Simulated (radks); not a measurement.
The numbers below are computed, except where a source is named.
The holmium ion Ho+, configuration [Xe] 4f10 5d1 6s1 (not the ground configuration). Level of theory: Dirac Kohn-Sham, BLYP, spin-unpolarised, spherical densities, finite nucleus; open shells fill j = l - 1/2 first; Fermi nuclear charge, rms radius 5.2022 fm (a radial shooting solver on a logarithmic mesh with Libxc functionals). Some entries of the table are withheld. Estimate them.

| orbital | occ. | eigenvalue (eV) | r(max) (bohr) | <1/r> (bohr^-1) |
|---|---|---|---|---|
| 1s1/2 | 2 | -55442.42 | 0.01311 | 76.04 |
| 2s1/2 | 2 | -9279.786 | 0.07479 | 18.25 |
| 2p1/2 | 2 | -8834.291 | (1) | (2) |
| 2p3/2 | 4 | -7977.126 | (3) | (4) |
| 3s1/2 | 2 | -2083.144 | 0.2115 | 6.673 |
| 3p1/2 | 2 | -1887.950 | 0.1990 | (5) |
| 3p3/2 | 4 | -1708.968 | 0.2118 | (6) |
| 3d3/2 | 4 | -1373.740 | 0.1675 | 5.876 |
| 3d5/2 | 6 | -1334.636 | 0.1710 | 5.729 |
| 4s1/2 | 2 | -422.1048 | 0.4840 | 2.794 |
| 4p1/2 | 2 | -344.5437 | 0.4866 | 2.687 |
| 4p3/2 | 4 | -304.2396 | 0.5138 | 2.481 |
| 4d3/2 | 4 | -176.3940 | 0.5174 | 2.262 |
| 4d5/2 | 6 | -169.0593 | 0.5262 | 2.211 |
| 5s1/2 | 2 | -60.4912 | 1.126 | 1.061 |
| 5p1/2 | 2 | -39.1195 | 1.225 | 0.9350 |
| 5p3/2 | 4 | -33.7825 | 1.307 | 0.8613 |
| 4f5/2 | 6 | -16.0044 | 0.5167 | (7) |
| 4f7/2 | 4 | -14.9639 | 0.5218 | (8) |
| 6s1/2 | 1 | -9.6460 | 3.071 | (9) |
| 5d3/2 | 1 | -8.2750 | 1.848 | 0.5233 |
| 5d5/2 | 0 | -7.9337 | 1.903 | 0.5067 |

Answer. 
(1) 2p1/2 r(max) (bohr): 0.05624
(2) 2p1/2 <1/r> (bohr^-1): 18.23
(3) 2p3/2 r(max) (bohr): 0.06236
(4) 2p3/2 <1/r> (bohr^-1): 15.89
(5) 3p1/2 <1/r> (bohr^-1): 6.590
(6) 3p3/2 <1/r> (bohr^-1): 5.992
(7) 4f5/2 <1/r> (bohr^-1): 1.668
(8) 4f7/2 <1/r> (bohr^-1): 1.644
(9) 6s1/2 <1/r> (bohr^-1): 0.3578
